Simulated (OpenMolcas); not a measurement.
# Multiconfigurational calculation on P V

Input:

```
&GATEWAY
Coord
1

P 0.0 0.0 0.0
Basis=ANO-L-VDZP
Group=XYZ
NoMove
AngMom=0.0 0.0 0.0
AMFI
&SEWARD
&RASSCF
FileOrb=start.orb
Symmetry=1
Spin=2
nActEl=1 0 0
Inactive=2 3
Ras2=1 3
CIRoot=1 1 1
SDav=1
CIMx=300
Iter=120 100
PrWF=0.3
OrbListing=Nothing
MaxOrb=0
Atom
>>> COPY $Project.JobIph JOB001
&RASSCF
FileOrb=start.orb
Symmetry=2
Spin=2
nActEl=1 0 0
Inactive=2 3
Ras2=1 3
CIRoot=3 3 1
SDav=3
CIMx=300
Iter=120 100
PrWF=0.3
OrbListing=Nothing
MaxOrb=0
Atom
>>> COPY $Project.JobIph JOB002
&RASSI
NrOfJobIphs=2 1 3
1
1 2 3
IphNames
JOB001
JOB002
EJob
SpinOrbit
DIPRint=1.0
SOCoupling=1000.0
Subsets=2
MEES
Property=10
'ANGMOM' 1 'ANGMOM' 2 'ANGMOM' 3 'MLTPL  1' 1 'MLTPL  1' 2 'MLTPL  1' 3
'AMFI' 1 'AMFI' 2 'AMFI' 3 'MLTPL  2' 6
SOProperty=3
'ANGMOM' 1 'ANGMOM' 2 'ANGMOM' 3
```

Launched by
```bash
OMP_NUM_THREADS=1 MOLCAS_MEM=2252 MOLCAS_PROJECT=a pymolcas a.inp > a.log  # once for each step of the input, in one work folder
```

A driver script runs the steps one by one and writes start.orb anew before each from the orbitals found so far.

Output, cut to the results:

```
--- SEWARD ---
Basis set label: P.ANO-L...4S3P1D.

      Electronic valence basis set:
      ------------------
      Associated Effective Charge  15.000000 au
      Associated Actual Charge     15.000000 au
      Nuclear Model: Point charge

      Shell  nPrim  nBasis  Cartesian Spherical Contaminant
         s      17       4        X
         p      12       3        X
         d       5       1                 X
                  Atomic mean-field integrals
--- RASSCF ---
Wave function specifications:
      -----------------------------

      Number of closed shell electrons          10
      Number of electrons in active shells       1
      Max number of holes in RAS1 space          0
      Max nr of electrons in RAS3 space          0
      Number of inactive orbitals                5
      Number of active orbitals                  4
      Number of secondary orbitals               9
      Spin quantum number                      0.5
      State symmetry                             1
Orbital specifications:
      -----------------------

      Symmetry species                           1   2
                                                ag  au
      Frozen orbitals                            0   0
      Inactive orbitals                          2   3
      Active orbitals                            1   3
      RAS1 orbitals                              0   0
      RAS2 orbitals                              1   3
      RAS3 orbitals                              0   0
      Secondary orbitals                         6   3
      Deleted orbitals                           0   0
      Number of basis functions                  9   9
      Number of CSFs                             1
      Number of root(s) required                 1
      Iter CI   SX   CI       RASSCF       Energy    max ROT     max BLB   max BLB  Level Ln srch  Step   QN
          iter iter root      energy       change     param      element    value   shift minimum  type update
 Nr of preliminary CI iterations:   1
 ###############################################################################
 ###############################################################################
 ###                                                                         ###
 ###                                                                         ###
 ###    WARNING: Problems in orbital optimization.                           ###
 ###                                                                         ###
 ###                                                                         ###
 ###############################################################################
 ###############################################################################
  Warning: In symmetry  2, orbital p=   4 has diagonal density matrix element D(p,p) close to zero. D(p,p)=  0.000000E+00
  Warning: In symmetry  2, orbital p=   5 has diagonal density matrix element D(p,p) close to zero. D(p,p)=  0.000000E+00
        ...
  Warning: In symmetry  2, orbital p=   4 has diagonal density matrix element D(p,p) close to zero. D(p,p)=  0.000000E+00
  Warning: In symmetry  2, orbital p=   5 has diagonal density matrix element D(p,p) close to zero. D(p,p)=  0.000000E+00
  Warning: In symmetry  2, orbital p=   6 has diagonal density matrix element D(p,p) close to zero. D(p,p)=  0.000000E+00
        4   1    1    1  -336.71625091    2.84E-13   0.00E+00    2   5 2 -3.32E-08   0.50   0.00    SX    NO
      Convergence after  4 iterations
        5   1    1    1  -336.71625091   -3.98E-13   0.00E+00    2   5 2 -3.32E-08   0.50   0.00    SX    NO
      Natural orbitals and occupation numbers for root  1
      sym 1:   1.000000
      sym 2:   0.000000   0.000000   0.000000
::    RASSCF root number  1 Total energy:   -336.71625091
--- RASSCF ---
Wave function specifications:
      -----------------------------

      Number of closed shell electrons          10
      Number of electrons in active shells       1
      Max number of holes in RAS1 space          0
      Max nr of electrons in RAS3 space          0
      Number of inactive orbitals                5
      Number of active orbitals                  4
      Number of secondary orbitals               9
      Spin quantum number                      0.5
      State symmetry                             2
Orbital specifications:
      -----------------------

      Symmetry species                           1   2
...
--- RASSI ---
SPIN-FREE ENERGIES:
  (Shifted by EMIN (a.u.) =       -336.7162509135)

 SF State       Relative EMIN(au)   Rel lowest level(eV)    D:o, cm**(-1)      L_eff

     1             0.0000000000        0.0000000000              0.0000         0.0
     2             0.4090242810       11.1301176938          89770.4533         1.0
     3             0.4090242810       11.1301176938          89770.4533         1.0
     4             0.4090242810       11.1301176938          89770.4533         1.0
     Dipole printing threshold changed to   1.00000000E+00

++ Dipole transition strengths (spin-free states):
   -----------------------------------------------
     for osc. strength at least  1.00000000E+00

  ( Max oscillator strength is only   0.29572641520251436      )
--
Eigenvalues of complex Hamiltonian:
   -----------------------------------
  (Shifted by EMIN (a.u.) =       -336.7162509135)

 SO State       Relative EMIN(au)   Rel lowest level(eV)    D:o, cm**(-1)     J-value

     1             0.0000000000        0.0000000000              0.0000         0.4
     2             0.0000000000        0.0000000000              0.0000         0.4
     3             0.4075371346       11.0896503781          89444.0624         0.4
     4             0.4075371346       11.0896503781          89444.0624         0.4
     5             0.4097678542       11.1503513516          89933.6487         1.4
     6             0.4097678542       11.1503513516          89933.6487         1.4
     7             0.4097678542       11.1503513516          89933.6487         0.8
     8             0.4097678542       11.1503513516          89933.6487         0.8
Weights of the five most important spin-orbit-free states for each spin-orbit state.

 SO State  Total energy (au)           Spin-free states, spin, and weights
 -------------------------------------------------------------------------------------------------------
...
```

The J values that RASSI prints are effective ones from its own formula and need not be integers or half-integers; the table below assigns J from the states.

Levels above the lowest, from the spin-orbit matrix, grouped by J:

| Configuration | Term | J | E (cm⁻¹) | Measured (cm⁻¹) | Term weight % |
| --- | --- | --- | --- | --- | --- |
| 3s | ²S | 1/2 | 0.0 | 0.0 | 100 |
| 3p | ²P° | 1/2 | 89444 | 88652 | 100 |
| 3p | ²P° | 3/2 | 89934 | 89447 | 100 |

Against the 2 measured excited levels shown (Martin, Zalubas and Musgrove, J. Phys. Chem. Ref. Data 14, 751 (1985)) the mean absolute deviation is 640 cm-1; the largest miss in energy is 3p ²P°_1/2: computed 89444, measured 88652 cm⁻¹ (+0.9 %).

With one active electron the reference holds no correlation, so core polarisation is missing. The basis is small and was not contracted for so high a charge. Measured partners are found by configuration, term and J. A level has none where our copy of the source lacks it or the pairing is in doubt (some pairs that miss far off the trend of their configuration count as doubtful), and it then counts in no deviation. Levels of configurations outside the active space are missing.

The term weight is that of the spin-free term in the level, not the purity of its configuration. ° marks odd parity.
